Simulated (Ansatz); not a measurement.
CrI₂⁺. Charge 1, multiplicity 4. Geometry PBE0-D4/def2-TZVP, that of the neutral quintet; atoms count from 1.

Cartesian coordinates in Å:
```
Cr 0.0001 0.0004 -0.0002
I 2.4450 -0.5126 0.4326
I -2.4451 0.5121 -0.4324
```

In the def2 sets I takes a core potential; there is no spin–orbit coupling. The charge 1 quartet is spin-contaminated (final ⟨S²⟩ up to 4.60, 3.75 for a pure state).

Q: Estimate the Mulliken populations from the PBE0/def2-TZVP orbitals of Ansatz.

A: 
```tsv
atom	charge (e)	spin (α − β)	d electrons
Cr1	0.59	4.38	4.49
I2	0.20	-0.69	–
I3	0.20	-0.69	–
```
Mulliken values and Mayer orders depend strongly on the basis.

Q: Where does the spin sit?

A: Summed by element: Cr 4.38, I -1.38, of 3 unpaired in all. Largest on single atoms: Cr1 4.38, I2 -0.69, I3 -0.69.

Q: And the Mayer bond orders between bonded heavy atoms (over 0.3)?

A: Cr1–I2 1.34 (2.54 Å); Cr1–I3 1.34 (2.54 Å). Values over 0.3 also appear between atoms too far apart for a bond (I2–I3 0.40 at 5.07 Å); they arise where an orbital or an unpaired electron spreads over both atoms.
